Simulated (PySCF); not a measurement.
## Ionisation energy of Ne⁹⁺ by level of theory

Ne⁹⁺ 1s1 (2S) → Ne¹⁰⁺ (bare nucleus), as a difference of total energies. Computed with PySCF 2.14 in an even-tempered Gaussian basis (17 s from 3.6 bohr⁻², ratio 2.2; 7 p from 5.6 bohr⁻², ratio 2.4; 4 d from 17 bohr⁻², ratio 2.4; 3 f from 25 bohr⁻², ratio 2.4; 3 g from 38 bohr⁻², ratio 2.4), with scalar relativity by spin-free X2C-1e. The calculations carry no spin-orbit coupling.

| method | ionisation energy (eV) | difference from reference (eV) |
| --- | --- | --- |
| UHF | 1362.4 | +0.2 |
| LDA | 1351.7 | -10.5 |
| PBE | 1360.8 | -1.4 |
| PBE0 | 1361.2 | -1.0 |
| r2SCAN | 1362.4 | +0.2 |
| MN15 | 1362.9 | +0.7 |
| M06-2X | 1361.9 | -0.3 |

Reference: 1362.2 eV (theoretical estimate listed by NIST; NIST Atomic Spectra Database, ionization energies).
